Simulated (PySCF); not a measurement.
AlBr$_{2}$, charge +1, singlet, geometry from GFN2-xTB (such geometries of metal compounds can be far from the true shape), with bond 3-1 at 3.0 times its length; HF/STO-3G (PySCF).

PySCF was given this input:
```python
from pyscf import gto, scf

mol = gto.M(
    atom='''
Al    0.00000000    0.00000000    0.00000000
Br   -0.00000000   -0.00000000   -2.20949008
Br    0.00000000    0.00000000    6.62847024
''',
    basis='sto-3g',
    charge=1,
    verbose=4,
)

mf = scf.RHF(mol)
mf.kernel()
mo_i, mo_e, stable_i, stable_e = mf.stability(internal=True, external=True, return_status=True, nroots=6, tol=1e-6)
print('internally stable:', stable_i, ' externally stable:', stable_e)
if not stable_e:
    umf = mf.to_uhf() if not hasattr(mf, 'xc') else mf.to_uks()
    umf.scf_summary = {}
    umf.kernel(umf.make_rdm1(mo_e, umf.mo_occ))
```

It wrote (shortened):

```
PySCF version 2.14.0

[INPUT] verbose = 4
[INPUT] num. atoms = 3
[INPUT] num. electrons = 82
[INPUT] charge = 1
[INPUT] spin (= nelec alpha-beta = 2S) = 0
[INPUT] symmetry False subgroup None
[INPUT] Mole.unit = angstrom
[INPUT] Symbol           X                Y                Z      unit          X                Y                Z       unit  Magmom
[INPUT]  1 Al     0.000000000000   0.000000000000   0.000000000000 AA    0.000000000000   0.000000000000   0.000000000000 Bohr   0.0
[INPUT]  2 Br     0.000000000000   0.000000000000  -2.209490080000 AA    0.000000000000   0.000000000000  -4.175331126143 Bohr   0.0
[INPUT]  3 Br     0.000000000000   0.000000000000   6.628470240000 AA    0.000000000000   0.000000000000  12.525993378430 Bohr   0.0

nuclear repulsion = 218.645333528291
number of shells = 21
number of NR pGTOs = 135
number of NR cGTOs = 45
basis = sto-3g
ecp = {}

******** <class 'pyscf.scf.hf.RHF'> ********
method = RHF
initial guess = minao
damping factor = 0
level_shift factor = 0
DIIS = <class 'pyscf.scf.diis.CDIIS'>
diis_start_cycle = 1
diis_space = 8
diis_damp = 0
SCF conv_tol = 1e-09
SCF conv_tol_grad = None
SCF max_cycles = 50
direct_scf = True
direct_scf_tol = 1e-13
Set gradient conv threshold to 3.16228e-05
Initial guess from minao.
init E= -5320.30575033705
cycle= 1 E= -5327.53424688121  delta_E= -7.23  |g|= 0.461  |ddm|= 2.39
cycle= 2 E= -5319.69607854042  delta_E= 7.84  |g|= 0.867  |ddm|=  6.1
cycle= 3 E= -5327.64092260561  delta_E= -7.94  |g|= 0.287  |ddm|= 6.05

cycle= 4 E= -5327.93329062327  delta_E= -0.292  |g|= 0.153  |ddm|= 3.56
cycle= 5 E= -5327.93778839237  delta_E= -0.0045  |g|= 0.11  |ddm|= 0.0911
cycle= 6 E= -5327.67896497094  delta_E= 0.259  |g|= 0.149  |ddm|= 3.46
cycle= 7 E= -5327.93952988893  delta_E= -0.261  |g|= 0.0957  |ddm|= 3.48
cycle= 8 E= -5327.94010438326  delta_E= -0.000574  |g|= 0.0882  |ddm|= 0.0493
cycle= 9 E= -5327.94082121187  delta_E= -0.000717  |g|= 0.0775  |ddm|= 0.0224
cycle= 10 E= -5327.67839076099  delta_E= 0.262  |g|= 0.154  |ddm|= 3.48
cycle= 11 E= -5327.67933098216  delta_E= -0.00094  |g|= 0.146  |ddm|= 0.0173
cycle= 12 E= -5327.94162539351  delta_E= -0.262  |g|= 0.0633  |ddm|= 3.48
cycle= 13 E= -5327.94185136147  delta_E= -0.000226  |g|= 0.0587  |ddm|= 0.00972
cycle= 14 E= -5327.67746586229  delta_E= 0.264  |g|= 0.161  |ddm|= 3.48
cycle= 15 E= -5327.67538803826  delta_E= 0.00208  |g|= 0.177  |ddm|= 0.0325
cycle= 16 E= -5327.67125241482  delta_E= 0.00414  |g|= 0.205  |ddm|= 0.0574
cycle= 17 E= -5327.67703045086  delta_E= -0.00578  |g|= 0.165  |ddm|= 0.0835
cycle= 18 E= -5327.67294929567  delta_E= 0.00408  |g|= 0.194  |ddm|= 0.0606
cycle= 19 E= -5327.67343140332  delta_E= -0.000482  |g|= 0.191  |ddm|= 0.00666
cycle= 20 E= -5327.6752502985  delta_E= -0.00182  |g|= 0.178  |ddm|= 0.0263
cycle= 21 E= -5327.93304068479  delta_E= -0.258  |g|= 0.157  |ddm|= 3.49
cycle= 22 E= -5319.83456863019  delta_E=  8.1  |g|= 0.703  |ddm|= 4.96
cycle= 23 E= -5319.83328301432  delta_E= 0.00129  |g|= 0.705  |ddm|= 0.00654
cycle= 24 E= -5319.84177361074  delta_E= -0.00849  |g|= 0.691  |ddm|= 0.0314
cycle= 25 E= -5319.84192507253  delta_E= -0.000151  |g|= 0.69  |ddm|= 0.0077
cycle= 26 E= -5327.93479975802  delta_E= -8.09  |g|= 0.143  |ddm|= 4.96
cycle= 27 E= -5327.93171037017  delta_E= 0.00309  |g|= 0.166  |ddm|= 0.0569
cycle= 28 E= -5327.67930029177  delta_E= 0.252  |g|= 0.146  |ddm|= 3.49
cycle= 29 E= -5327.67773184475  delta_E= 0.00157  |g|= 0.158  |ddm|= 0.0536
cycle= 30 E= -5327.93949931186  delta_E= -0.262  |g|= 0.0956  |ddm|=  3.5
cycle= 31 E= -5327.67607606497  delta_E= 0.263  |g|= 0.169  |ddm|= 3.48
cycle= 32 E= -5327.94163830886  delta_E= -0.266  |g|= 0.0626  |ddm|= 3.47
cycle= 33 E= -5327.67369497662  delta_E= 0.268  |g|= 0.189  |ddm|= 3.49
cycle= 34 E= -5327.67242391161  delta_E= 0.00127  |g|= 0.197  |ddm|= 0.0214

cycle= 35 E= -5327.34537786926  delta_E= 0.327  |g|= 0.364  |ddm|= 3.45
cycle= 36 E= -5327.66746890453  delta_E= -0.322  |g|= 0.227  |ddm|= 3.44
cycle= 37 E= -5327.34164988729  delta_E= 0.326  |g|= 0.373  |ddm|= 3.44

cycle= 38 E= -5327.34057924379  delta_E= 0.00107  |g|= 0.376  |ddm|= 0.0141
cycle= 39 E= -5327.94161504275  delta_E= -0.601  |g|= 0.0623  |ddm|= 3.23
cycle= 40 E= -5327.67814656034  delta_E= 0.263  |g|= 0.152  |ddm|= 3.46
cycle= 41 E= -5327.68150571752  delta_E= -0.00336  |g|= 0.124  |ddm|= 0.0676
cycle= 42 E= -5327.93593116324  delta_E= -0.254  |g|= 0.133  |ddm|= 3.47
cycle= 43 E= -5327.34055008882  delta_E= 0.595  |g|= 0.375  |ddm|= 3.25
cycle= 44 E= -5327.66912191306  delta_E= -0.329  |g|= 0.217  |ddm|= 3.44
cycle= 45 E= -5327.6689351141  delta_E= 0.000187  |g|= 0.218  |ddm|= 0.0476
cycle= 46 E= -5327.66929385271  delta_E= -0.000359  |g|= 0.216  |ddm|= 0.0508
cycle= 47 E= -5327.66868687638  delta_E= 0.000607  |g|= 0.217  |ddm|= 0.272
cycle= 48 E= -5327.93365659515  delta_E= -0.265  |g|= 0.151  |ddm|= 3.49
cycle= 49 E= -5327.94039981523  delta_E= -0.00674  |g|= 0.0842  |ddm|= 0.15
cycle= 50 E= -5327.67517436564  delta_E= 0.265  |g|= 0.177  |ddm|=  3.5
SCF not converged.
SCF energy = -5327.67517436564
rhf_internal: lowest eigs of H = [-1.98583822 -1.98583784 -1.98119251 -1.09389164 -1.09382127 -1.09380591]
<class 'pyscf.scf.hf.RHF'> wavefunction has an internal instability
rhf_real2complex: lowest eigs of H = [-0.49645956 -0.49645955 -0.49529813 -0.27347247 -0.2734553  -0.27344844]
<class 'pyscf.scf.hf.RHF'> wavefunction has an real -> complex instability
rhf_external: lowest eigs of H = [-0.49645963 -0.49645956 -0.49529814 -0.27347247 -0.27345526 -0.27344897]
<class 'pyscf.scf.hf.RHF'> wavefunction has an RHF/RKS -> UHF/UKS instability
internally stable: False  externally stable: False

******** <class 'pyscf.scf.uhf.UHF'> ********
method = UHF
initial guess = minao
damping factor = 0
level_shift factor = 0
DIIS = <class 'pyscf.scf.diis.CDIIS'>
diis_start_cycle = 1
diis_space = 8
diis_damp = 0
SCF conv_tol = 1e-09
SCF conv_tol_grad = None
SCF max_cycles = 50
direct_scf = True
direct_scf_tol = 1e-13
number electrons alpha = 41  beta = 41
Set gradient conv threshold to 3.16228e-05
init E= -5328.02659357167
cycle= 1 E= -5328.17543994016  delta_E= -0.149  |g|= 0.0519  |ddm|= 0.847
cycle= 2 E= -5328.1799553251  delta_E= -0.00452  |g|= 0.0163  |ddm|= 0.139
cycle= 3 E= -5328.1804484053  delta_E= -0.000493  |g|= 0.00587  |ddm|= 0.0473
cycle= 4 E= -5328.1805327484  delta_E= -8.43e-05  |g|= 0.00159  |ddm|= 0.0237
cycle= 5 E= -5328.18054151173  delta_E= -8.76e-06  |g|= 0.000791  |ddm|= 0.00775
cycle= 6 E= -5328.18054549144  delta_E= -3.98e-06  |g|= 0.000113  |ddm|= 0.00919
cycle= 7 E= -5328.18054555296  delta_E= -6.15e-08  |g|= 3.37e-05  |ddm|= 0.001
cycle= 8 E= -5328.18054555795  delta_E= -4.98e-09  |g|= 1.38e-05  |ddm|= 0.000231
cycle= 9 E= -5328.18054555895  delta_E= -1e-09  |g|= 7.62e-06  |ddm|= 9.68e-05
cycle= 10 E= -5328.18054555941  delta_E= -4.57e-10  |g|= 2.44e-06  |ddm|= 9.21e-05
Extra cycle  E= -5328.18054555943  delta_E= -2.27e-11  |g|= 1.78e-06  |ddm|= 9.59e-06
converged SCF energy = -5328.18054555943  <S^2> = 1.0174493  2S+1 = 2.251621
```

Convergence was not reached.
